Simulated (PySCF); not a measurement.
Y(OH) (HOY), SMILES [OH][Y]. Coordinates come from a PBE0-D3(BJ)/def2-TZVPD optimisation. The multiplicity is an assumed one; other spin states were not compared. The def2 effective core potentials stand for the cores of Y; spin–orbit coupling is left out.

Computed equilibrium geometry at PBE0-D3(BJ)/def2-TZVPD (PySCF confirms it by a frequency run) as bond lengths and angles, and its point group:
point group C∞v.
Atoms: Y1 O2 H3. Bonded distances (Å): Y1–O2 1.939, O2–H3 0.954. Bond angles (°): Y1–O2–H3 180.0.
